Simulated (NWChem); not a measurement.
Ionisation of GaN

SMILES: [N]=[Ga]
```xyz
2

Ga     0.0000     0.0000     0.3403
N      0.0000     0.0000    -1.5071
```
Charge 0, spin multiplicity 3.

Everything below was run with NWChem. All single points use one geometry, from UPBE0/def2-SVP, a minimum by its harmonic frequencies.

Basis set: def2-TZVP. −ε marks an orbital energy of the parent.

The Hamiltonian is non-relativistic. B3LYP has NWChem's definition, with VWN1-RPA local correlation. This spin state was chosen for the runs; another may lie lower. The structure started from a generated list of species. The unpaired electrons of the parent sit in orbitals of symmetry a1 and b2 (C2v labels of the run); other states weren't searched. No SCF solution was tested for a lower state. Open-shell Hartree-Fock references start from PBE0 orbitals.

Task: For the first vertical ionisation energy, −ε(beta HOMO) of BHandHLYP gives 7.45 eV and −ε(beta HOMO) of B3LYP gives 6.17 eV. What do −ε(beta HOMO) of PBE, −ε(beta HOMO) of BP86, −ε(beta HOMO) of HF give?

Result: −ε(beta HOMO) of PBE: 5.23 eV; −ε(beta HOMO) of BP86: 5.39 eV; −ε(beta HOMO) of HF: 8.86 eV.
